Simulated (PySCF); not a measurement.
CoO2F, triplet: computed properties

Method: UPBE0 in PySCF with Co def2-TZVP, O def2-TZVP, F def2-TZVP; no relativity; density-fitted integrals.

The structure is a minimum.

* Point group: C2v
* Bond lengths: Co–F 1.686 Å, Co–O 1.552 Å (×2)
* Bond angles: F–Co–O 121.6° (×2), O–Co–O 116.7°
* Highest occupied level (α): -10.18 eV
* Rotational symmetry number: 2
* Enthalpy at 298.15 K above 0 K: 14.22 kJ/mol
* Heat capacity Cp at 298.15 K: 61.6 J/(mol K)
* Rotational constants: 0.3018, 0.2252, 0.129 cm⁻¹
* Principal polarisabilities: 19.3, 35.3, 45.0 bohr³
* Zero-point energy: 20.9 kJ/mol
* Spin squared ⟨S²⟩: 2.039
* Atomisation energy without zero-point energy: 994 kJ/mol
* Dipole moment: 0.21 D
* Entropy at 298.15 K and 1 bar (electronic part: spin only): 298.4 J/(mol K)
* Principal quadrupole moments (Buckingham, traceless) about the centre of mass: -3.56, -0.87, 4.43 D Å
* Lowest empty level (α): -5.76 eV

Harmonic modes (masses in u: Co 58.933, O 15.995, F 18.998):
```json
{"symmetry": "b1", "ω (cm⁻¹)": "196", "IR (km/mol)": "29.5", "μ (u)": "25.00", "type": "bend"}
{"symmetry": "b2", "ω (cm⁻¹)": "226", "IR (km/mol)": "4.8", "μ (u)": "19.94", "type": "bend"}
{"symmetry": "a1", "ω (cm⁻¹)": "340", "IR (km/mol)": "0.4", "μ (u)": "17.78", "type": "bend"}
{"symmetry": "a1", "ω (cm⁻¹)": "726", "IR (km/mol)": "71.0", "μ (u)": "20.93", "type": "stretch"}
{"symmetry": "b2", "ω (cm⁻¹)": "980", "IR (km/mol)": "84.0", "μ (u)": "20.22", "type": "stretch"}
{"symmetry": "a1", "ω (cm⁻¹)": "1022", "IR (km/mol)": "38.0", "μ (u)": "18.43", "type": "stretch"}
```

In C2v the vibrations span b1 + 2b2 + 3a1. Here b1 is antisymmetric to the molecular plane and b2 lies in it.

Charges (e):
```tsv
atom	Mulliken	Löwdin	polar tensor	spin (Mulliken)	Mayer order to Co1
Co1	1.16	0.37	1.29	1.27	–
O2,3	-0.37	-0.10	-0.37	0.33	1.71
F4	-0.42	-0.18	-0.54	0.06	0.82
```
Other Mayer orders above 0.3: O–O 0.42.

Mulliken populations on Co1: s 6.37, p 12.31, d 7.15, f 0.00.

Outer orbital energies (eV). α occupied: -14.33, -12.75, -12.41, -12.22, -10.95, -10.63, -10.53, -10.18; empty: -5.76, -5.20, 0.21, 3.03. β occupied: -13.97, -12.75, -12.34, -12.23, -12.03, -10.81, -10.50, -10.26; empty: -5.13, -4.81, -4.81, -4.35.

Formally Co is in oxidation state +5, d4, with 2 unpaired electrons (the high-spin count would be 4). The Mulliken spin on Co is 1.27. The polar-tensor charge on Co, 1.29, is far below the formal one.

This need not be the most stable arrangement of these atoms. With open d or f shells other occupations or spin states may lie lower.

The final relaxation and frequency run took 82 s on 4 threads of a shared Arm Neoverse V2 host, with 138 basis functions and 13 gradients; the process peaked at 1.6 GiB. Launch command: `OMP_NUM_THREADS=4 python axn.py task.json out`.
